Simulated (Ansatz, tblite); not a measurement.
Removing an electron: (CdTe)2 ring (Cd₂Te₂). Charge 0, multiplicity 1. Geometry: r2SCAN-D4/def2-SVP. Ansatz, gas phase; energy differences of separate SCF runs; the oxidised species was run as a doublet alone.

```
atom   x (Å)   y (Å)   z (Å)
 Cd1   0.134   0.629   1.270
 Te2   2.326  -0.219  -0.138
 Cd3  -0.134  -0.629  -1.271
 Te4  -2.326   0.219   0.138
```

In the def2 sets Cd, Te take a core potential; there is no spin–orbit coupling. The xTB rows come from tblite. Correlated methods freeze 8 core orbitals; core or outer-core shells of Cd, Te are correlated, in sets that lack core-valence functions. The rows differ in basis, and correlated rows in double-zeta sets carry the largest basis error. In CCSD on the charge 1 doublet the largest single amplitude is 0.33, so its Hartree–Fock determinant may place the open shell otherwise than the density functionals do.

Q: Estimate orbital energies and vertical ionisation energies at: GFN1-xTB; GFN2-xTB; HF/def2-SVP; PBE-D4/def2-TZVP; r2SCAN-D4/def2-TZVP; PBE0-D4/def2-TZVP; MP2/def2-SVP; CCSD/def2-SVP; CCSD(T)/def2-SVP.

A: 
```tsv
level	−HOMO (eV)	vertical IE (eV)	−LUMO (eV)	HOMO–LUMO gap (eV)
GFN1-xTB	9.19	11.67	7.32	1.87
GFN2-xTB	8.44	12.04	6.15	2.28
HF/def2-SVP	–	6.74	–	–
PBE-D4/def2-TZVP	5.05	7.36	3.82	1.23
r2SCAN-D4/def2-TZVP	5.25	7.45	3.72	1.54
PBE0-D4/def2-TZVP	5.94	7.53	3.18	2.75
MP2/def2-SVP	–	7.57	–	–
CCSD/def2-SVP	–	7.36	–	–
CCSD(T)/def2-SVP	–	7.35	–	–
```

  Raw xTB energy differences between charge states are shifted by several eV; the methods need an empirical correction for them.
